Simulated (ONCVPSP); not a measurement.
**What one change does to a pseudopotential (Os, ONCV)**

Os, optimised norm-conserving Vanderbilt (ONCV), made with ONCVPSP 4.0.1 (PBE, fully relativistic). Core [Kr] 4d10 4f14, reference 5s2 5p6 5d6 6s1 (charge +1). Waves: 5s+6s: rc 1.75 bohr, ncon 4, nbas 7, qcut 7.3 1/bohr, 2 projectors; 5p: rc 1.55 bohr, ncon 3, nbas 8, qcut 6.8 1/bohr, 1 projector; 5d: rc 2.45 bohr, ncon 4, nbas 8, qcut 7.8 1/bohr, 2 projectors, debl 2.9 Ha. Local part: polynomial inside 1.05 bohr (lpopt 5, dvloc0 1 Ha). Core correction: Teter function, fcfact 2, rcfact 1.45.

Open shells are filled in proportion to 2j + 1.

Change: all radii but the core radius scaled by about 1.14 (s 2.00, p 1.76, d 2.80 bohr); local potential polynomial inside 1.20 bohr (lpopt 5, dvloc0 1 Ha).

Cutoffs: the cutoffs (Ha) at which the residual kinetic energy of the hardest occupied pseudo-wave falls to 1 and 0.1 mHa per electron; they do not see the model core or the augmentation charge, which bear on the density cutoff. Errors are all-electron minus pseudo energies relative to the spin-unpolarised reference configuration.

**Question.** Predict the effect on cutoff, ghosts and configuration errors.

**Answer.** The potential gets softer (18 Ha and 23 Ha → 16 Ha and 20 Ha); of the 4 tests that both files solve, the error grows in 3 and shrinks in 0 by more than 15 % and 0.3 meV (median size 2.4 → 6.2 meV); neither file shows a bound ghost. A larger radius leaves more room for a smooth pseudo-wave, so fewer plane waves are needed. More of the atom is replaced by a form fitted at one configuration, so other configurations suffer.

| quantity | base | changed |
| --- | --- | --- |
| cutoff, loose | 18 Ha | 16 Ha |
| cutoff, tight | 23 Ha | 20 Ha |
| loose cutoff by channel | s 18 Ha, p 14 Ha, d 17 Ha | s 16 Ha, p 15 Ha, d 14 Ha |
| bound ghosts | none | none |
| GHOST(+) flags under 300 eV | s at 66.7 eV | none |
| error for 5s2 5p6 5d6 6s2, meV [ΔE -9.59 eV] | -0.9 | -1.2 |
| error for 5s2 5p6 5d6 6s0, meV [ΔE 16.92 eV] | -1.2 | -3.5 |
| error for 5s2 5p6 5d5 6s0, meV [ΔE 45.76 eV] | +3.6 | +9.0 |
| error for 5s2 5p5 5d6 6s2, meV [ΔE 48.09 eV] | -70 | -119 |
| rms error of d²Exc/dni dnj with the model core, mHa | 4.80 | 5.05 |
